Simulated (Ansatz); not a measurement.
Consider the formal exchange of groups at a Te–C bond: `COC(F)[TeH]` + `[OH][GeH3]` → `[OH][GeH2][TeH]` + `COCF`.

Gas-phase electronic energies from Ansatz, PBE0-D4/def2-TZVP geometries. CCSD(T)/CBS adds triple-zeta CCSD(T) − MP2 to the extrapolated MP2 energy (def2 sets, frozen cores). Functionals use def2-TZVPP. B3LYP here is the variant with VWN-RPA as its local correlation; programs differ in this. HSE06 is defined as in plane-wave codes. Elements past krypton have def2 core potentials. For Ge, Te outer-core shells are correlated without core-valence functions, which leaves a few kJ/mol of doubt a bond. Scalar relativity is left out up to krypton. Each species was taken in one conformer, which may not be the lowest.

```tsv
level	ΔE (kJ/mol)	difference from CCSD(T)/CBS
LDA (SPW92)	-118.4	5.3
PBE-D4	-122.2	1.5
revPBE-D4	-117.8	5.9
BLYP-D4	-117.2	6.5
r2SCAN-D4	-124.8	-1.1
B97M-V	-115.4	8.3
PBE0-D4	-129.3	-5.6
B3LYP-D4	-124.1	-0.4
r2SCANh-D4	-127.5	-3.8
r2SCAN0-D4	-131.4	-7.7
BHLYP-D4	-133.0	-9.3
CAM-B3LYP-D4	-122.4	1.3
ωB97M-V	-123.2	0.5
PBE-QIDH	-132.2	-8.5
PBE	-123.4	0.3
revPBE	-124.4	-0.7
BLYP	-120.7	3.0
r2SCAN	-125.3	-1.6
B3LYP	-126.1	-2.4
r2SCAN0	-132.0	-8.3
HSE06	-130.6	-6.9
BHLYP	-132.4	-8.7
CAM-B3LYP	-123.3	0.4
LC-ωPBE	-125.9	-2.2
RPA@PBE/def2-TZVPP	-115.2	8.5
HF/def2-SVP	-146.6	-22.9
MP2/def2-SVP	-132.3	-8.6
CCSD/def2-SVP	-131.5	-7.8
CCSD(T)/def2-SVP	-128.6	-4.9
HF/def2-TZVPP	-140.3	-16.6
MP2/def2-TZVPP	-127.2	-3.5
SCS-MP2/def2-TZVPP	-124.7	-1.0
CCSD/def2-TZVPP	-125.5	-1.8
CCSD(T)/def2-TZVPP	-122.5	1.2
HF/def2-QZVPP	-139.2	-15.5
MP2/def2-QZVPP	-127.5	-3.8
SCS-MP2/def2-QZVPP	-124.9	-1.2
HF/CBS(def2)	-139.0	-15.3
MP2/CBS(def2)	-128.4	-4.7
CCSD/CBS(def2)	-126.6	-2.9
CCSD(T)/CBS	-123.7	0
```

Largest T1 diagnostic among the species: 0.012.

Leaving LDA and LC-ωPBE aside and taking each functional with its dispersion term where it has one, the values spread over 17.7 kJ/mol, from BHLYP-D4 to B97M-V. LDA lies +5.0 kJ/mol from PBE without D4. From BLYP to BHLYP (50 % exact exchange), in def2-TZVPP and without D4, ΔE moves by −11.8 kJ/mol.
